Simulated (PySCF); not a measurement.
SMILES CCC[SiH2]C(C)C (C6H16Si) (GFN2-xTB optimised geometry):

```
23

C      3.210     1.569     2.800
C      2.678     0.816     1.586
C      1.155     0.854     1.510
Si     0.481    -0.083     0.000
C     -1.430    -0.083     0.000
C     -2.006     1.331     0.000
C     -1.965    -0.862    -1.197
H      2.903     2.613     2.765
H      2.825     1.131     3.718
H      4.297     1.532     2.831
H      3.012    -0.222     1.629
H      3.095     1.254     0.677
H      0.835     1.897     1.482
H      0.747     0.431     2.430
H      0.967     0.555    -1.233
H      0.953    -1.475     0.032
H     -1.786    -0.586     0.906
H     -1.688     1.883     0.882
H     -1.678     1.877    -0.883
H     -3.095     1.303    -0.007
H     -1.591    -1.883    -1.194
H     -1.655    -0.391    -2.127
H     -3.055    -0.897    -1.182
```

Calculation: PBE/def2-SVP (PySCF).

Problem. What are the frontier orbital energies and the dipole moment?

Solution. HOMO-2 -7.65 eV, HOMO-1 -7.09 eV, HOMO -6.42 eV, LUMO 0.59 eV, LUMO+1 0.74 eV; dipole moment 0.65 D.

Meta-Löwdin charges at PBE/def2-SVP: C1 -0.30, C2 -0.16, C3 -0.40, Si4 0.57, C5 -0.25, C6 -0.30, C7 -0.30, H8 0.10, H9 0.10, H10 0.10, H11 0.09, H12 0.09, H13 0.10, H14 0.10, H15 -0.10, H16 -0.10, H17 0.10, H18 0.10, H19 0.10, H20 0.10, H21 0.10, H22 0.10, H23 0.10.
